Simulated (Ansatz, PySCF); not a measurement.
This Ansatz (a first-principles code) input computes a SVWN5/def2-TZVPD energy:

Ansatz 0.2 input:
```yaml
crystal:
  periodic: [false, false, false]
  atoms:
    - {symbol: Al, position_ang: [1.02648321, 0.33286195, 0.30980769]}
    - {symbol: I, position_ang: [-0.27461804, 1.66521205, -1.37820297]}
    - {symbol: I, position_ang: [0.02283913, -1.74685743, 1.30221241]}
basis:
  gaussian:
    orbitals: def2-TZVPD
hamiltonian:
  xc: {name: SVWN5}
magnetization: {spin_polarized: true, initial_magnetization: 1}
output: {forces: true}
```

Problem. Write an input for the same energy in PySCF and say what it gives.

Solution. 
```python
from pyscf import gto, scf, dft

mol = gto.M(
    atom='''
    Al    1.02648321    0.33286195    0.30980769
    I    -0.27461804    1.66521205   -1.37820297
    I     0.02283913   -1.74685743    1.30221241
    ''',
    basis='def2-tzvpd',
    ecp='def2-tzvp',
    charge=0,
    spin=1,
    verbose=4,
)

mf = dft.UKS(mol, xc='svwn').density_fit(auxbasis='def2-universal-jkfit')
mf.grids.level = 3
mf.conv_tol = 1e-9
mf.max_cycle = 100
mf.max_memory = 1500
mf.kernel()
if not mf.converged:
    mf = mf.newton()
    mf.kernel(mf.make_rdm1())
for _ in range(2):
    mo, _, stable, _ = mf.stability(return_status=True)
    if stable:
        break
    mf.kernel(mf.make_rdm1(mo, mf.mo_occ))
mf.analyze()
```
It gives -836.08560 Eh, and Ansatz -836.08558 Eh, a difference of 0.02 mEh, from the treatment of integrals and grids.

It need not be the lowest isomer of its formula.
